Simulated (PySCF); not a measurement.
Resorcinol, C6H6O2.
SMILES with atom numbers: `[OH:1][c:2]1[cH:3][cH:4][cH:5][c:6]([OH:7])[cH:8]1` (hydrogens: H9 on O1; H10 on C3; H11 on C4; H12 on C5; H13 on O7; H14 on C8)

The same species was optimised twice, with GFN2-xTB and with PBE0-D3(BJ)/def2-SVP (PySCF), and the same property calculations (PySCF, gas phase) were run on both structures.

```csv
coordinate,GFN2-xTB,PBE0-D3(BJ)/def2-SVP,change
O1–C2 (Å),1.360,1.349,-0.011
C6–O7 (Å),1.360,1.349,-0.011
C5–C6 (Å),1.391,1.401,+0.010
C2–C3 (Å),1.391,1.401,+0.010
C4–C5 (Å),1.382,1.392,+0.010
C3–C4 (Å),1.382,1.392,+0.010
C2–C8 (Å),1.388,1.395,+0.007
C6–C8 (Å),1.388,1.395,+0.007
O1–C2–C8 (°),118.0,117.5,-0.5
O7–C6–C8 (°),118.0,117.5,-0.5
C3–C4–C5 (°),120.7,121.1,+0.4
C2–C3–C4 (°),119.7,119.2,-0.5
C4–C5–C6 (°),119.7,119.2,-0.5
C3–C2–C8 (°),120.1,120.4,+0.3
C5–C6–C8 (°),120.1,120.3,+0.2
C5–C6–O7 (°),121.9,122.2,+0.3
```

Rotational constants: A = 3830, B = 1836, C = 1241 MHz (GFN2-xTB) against A = 3785, B = 1838, C = 1237 MHz (PBE0-D3(BJ)/def2-SVP). Point groups within 0.08 Å: C2v and C2v.

On the GFN2-xTB structure: HOMO (eV) -6.44 [PBE0/pcSseg-1]; LUMO (eV) -0.06 [PBE0/pcSseg-1]; dipole (D) 2.35 [PBE0/pcSseg-1]; GIAO shielding of O1/O7 (mean) (ppm) 208.0 [PBE0/pcSseg-1]; GIAO shielding of C2/C6 (mean) (ppm) 21.4 [PBE0/pcSseg-1]; GIAO shielding of C3/C5 (mean) (ppm) 77.4 [PBE0/pcSseg-1]; GIAO shielding of C4 (ppm) 51.9 [PBE0/pcSseg-1]; GIAO shielding of C8 (ppm) 81.3 [PBE0/pcSseg-1].

Question: What do these properties become on the PBE0-D3(BJ)/def2-SVP structure?

Answer: 
| property | level | on GFN2-xTB | on PBE0-D3(BJ)/def2-SVP | change |
| --- | --- | --- | --- | --- |
| HOMO (eV) | PBE0/pcSseg-1 | -6.44 | -6.39 | +0.05 |
| LUMO (eV) | PBE0/pcSseg-1 | -0.06 | -0.09 | -0.03 |
| dipole (D) | PBE0/pcSseg-1 | 2.35 | 2.27 | -0.08 |
| energy, GFN2-xTB geometry as zero (kcal/mol) | PBE0/pcSseg-1 | 0.0 | -0.2 | -0.2 |
| GIAO shielding of O1/O7 (mean) (ppm) | PBE0/pcSseg-1 | 208.0 | 207.8 | -0.2 |
| GIAO shielding of C2/C6 (mean) (ppm) | PBE0/pcSseg-1 | 21.4 | 20.2 | -1.2 |
| GIAO shielding of C3/C5 (mean) (ppm) | PBE0/pcSseg-1 | 77.4 | 76.2 | -1.2 |
| GIAO shielding of C4 (ppm) | PBE0/pcSseg-1 | 51.9 | 49.2 | -2.7 |
| GIAO shielding of C8 (ppm) | PBE0/pcSseg-1 | 81.3 | 79.5 | -1.8 |

The heavy atoms differ by 0.010 Å rms after alignment. Among bonds between heavy atoms O1–C2, C2–C3, C3–C4, C4–C5, C5–C6 and C6–O7 change most and about equally (-0.011 to +0.010 Å). Changes are differences of the printed values. Neither structure is proved a minimum here.

Conformer computed: `[OH:1][c:2]1[cH:3][cH:4][cH:5][c:6]([OH:7])[cH:8]1`: H–O1–C2–C3 0°, H–O7–C6–C5 0°.
